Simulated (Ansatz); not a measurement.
Born–Oppenheimer molecular dynamics of CH5BClN (9 atoms, charge 0, multiplicity 1). It goes on from the last frame of an earlier run, with new velocities.

Level of theory: RHF/STO-3G (Ansatz).

- ensemble: NVE (velocity Verlet)
- time step: 0.5 fs
- steps asked: 166
- starting velocities drawn for: 300 K
- seed: 383685

Frames 1 fs apart, positions in Å.

Velocities at 25.0 fs (Å/ps):

```
B -3.69 -7.71 -4.27
N -6.57 1.38 -0.82
H -2.61 6.17 -32.25
H -3.24 2.56 -8.77
C 6.37 -3.25 -2.40
H -0.73 23.67 -42.96
H -13.90 26.26 -31.88
H -13.48 6.87 44.36
Cl 2.53 1.04 4.47
```

```xyz
9
Properties=species:S:1:pos:R:3 time_fs=25.0 energy_less_start_eV=-0.302 T=632
B -0.072 -0.025 0.207
N -0.291 0.041 1.541
H -1.216 0.201 1.949
H 0.556 0.113 2.209
C 1.337 -0.009 -0.438
H 1.322 -0.827 -1.120
H 1.425 0.893 -1.045
H 2.028 -0.093 0.339
Cl -1.526 -0.179 -0.740
9
Properties=species:S:1:pos:R:3 time_fs=26.0 energy_less_start_eV=-0.245 T=568
B -0.075 -0.033 0.203
N -0.297 0.042 1.541
H -1.218 0.206 1.919
H 0.539 0.116 2.193
C 1.343 -0.012 -0.441
H 1.327 -0.808 -1.165
H 1.413 0.917 -1.073
H 2.023 -0.086 0.385
Cl -1.524 -0.178 -0.736
9
Properties=species:S:1:pos:R:3 time_fs=27.0 energy_less_start_eV=-0.159 T=472
B -0.078 -0.040 0.199
N -0.300 0.044 1.542
H -1.222 0.209 1.895
H 0.501 0.118 2.169
C 1.347 -0.014 -0.445
H 1.341 -0.795 -1.208
H 1.407 0.931 -1.087
H 2.031 -0.080 0.426
Cl -1.522 -0.177 -0.732
9
Properties=species:S:1:pos:R:3 time_fs=28.0 energy_less_start_eV=-0.033 T=335
B -0.080 -0.047 0.196
N -0.303 0.046 1.544
H -1.233 0.212 1.881
H 0.457 0.122 2.150
C 1.349 -0.014 -0.450
H 1.367 -0.786 -1.244
H 1.407 0.930 -1.083
H 2.043 -0.075 0.448
Cl -1.521 -0.176 -0.729
9
Properties=species:S:1:pos:R:3 time_fs=29.0 energy_less_start_eV=-0.028 T=332
B -0.080 -0.054 0.194
N -0.306 0.048 1.544
H -1.248 0.214 1.876
H 0.428 0.129 2.153
C 1.352 -0.014 -0.456
H 1.402 -0.777 -1.266
H 1.412 0.917 -1.061
H 2.053 -0.069 0.444
Cl -1.520 -0.175 -0.727
9
Properties=species:S:1:pos:R:3 time_fs=30.0 energy_less_start_eV=-0.238 T=559
B -0.079 -0.061 0.193
N -0.310 0.050 1.542
H -1.262 0.214 1.878
H 0.423 0.141 2.185
C 1.354 -0.013 -0.461
H 1.445 -0.767 -1.272
H 1.422 0.900 -1.026
H 2.060 -0.064 0.413
Cl -1.521 -0.174 -0.725
9
Properties=species:S:1:pos:R:3 time_fs=31.0 energy_less_start_eV=-0.395 T=730
B -0.077 -0.067 0.193
N -0.316 0.051 1.539
H -1.272 0.212 1.883
H 0.433 0.156 2.235
C 1.355 -0.013 -0.466
H 1.493 -0.757 -1.264
H 1.436 0.892 -0.987
H 2.065 -0.060 0.360
Cl -1.522 -0.174 -0.723
9
Properties=species:S:1:pos:R:3 time_fs=32.0 energy_less_start_eV=-0.372 T=708
B -0.073 -0.074 0.195
N -0.321 0.053 1.537
H -1.275 0.207 1.890
H 0.438 0.171 2.283
C 1.356 -0.015 -0.470
H 1.544 -0.747 -1.244
H 1.454 0.902 -0.952
H 2.076 -0.058 0.299
Cl -1.524 -0.173 -0.723
9
Properties=species:S:1:pos:R:3 time_fs=33.0 energy_less_start_eV=-0.321 T=653
B -0.067 -0.080 0.196
N -0.325 0.056 1.536
H -1.273 0.199 1.897
H 0.425 0.183 2.315
C 1.356 -0.017 -0.475
H 1.594 -0.742 -1.221
H 1.475 0.933 -0.925
H 2.098 -0.058 0.245
Cl -1.526 -0.172 -0.723
9
Properties=species:S:1:pos:R:3 time_fs=34.0 energy_less_start_eV=-0.340 T=672
B -0.060 -0.086 0.199
N -0.327 0.059 1.538
H -1.268 0.189 1.904
H 0.391 0.192 2.322
C 1.355 -0.020 -0.479
H 1.640 -0.743 -1.203
H 1.494 0.975 -0.906
H 2.138 -0.062 0.208
Cl -1.529 -0.172 -0.723
9
Properties=species:S:1:pos:R:3 time_fs=35.0 energy_less_start_eV=-0.323 T=650
B -0.052 -0.092 0.203
N -0.328 0.062 1.542
H -1.265 0.176 1.908
H 0.343 0.196 2.309
C 1.353 -0.021 -0.484
H 1.680 -0.750 -1.194
H 1.509 1.014 -0.890
H 2.189 -0.068 0.190
Cl -1.533 -0.171 -0.724
9
Properties=species:S:1:pos:R:3 time_fs=36.0 energy_less_start_eV=-0.144 T=457
B -0.043 -0.097 0.207
N -0.328 0.066 1.547
H -1.267 0.163 1.910
H 0.297 0.199 2.290
C 1.354 -0.021 -0.488
H 1.710 -0.762 -1.197
H 1.517 1.039 -0.877
H 2.239 -0.075 0.184
Cl -1.537 -0.171 -0.726
```

Of the whole run (83 fs, mean temperature of the second half 556 K): The conserved energy stayed within 0.68 meV per atom of its start (net change 0.036 meV per atom), so the integration is sound. The kinetic energy rose, since the run started high on the potential surface and went downhill. A run of 0.083 ps of so small a system gives no equilibrium averages. Limits of this set-up: minimal basis.

The run took 54 s on 1 thread of Arm Neoverse V2 (shared host), peak memory 0.072 GiB.
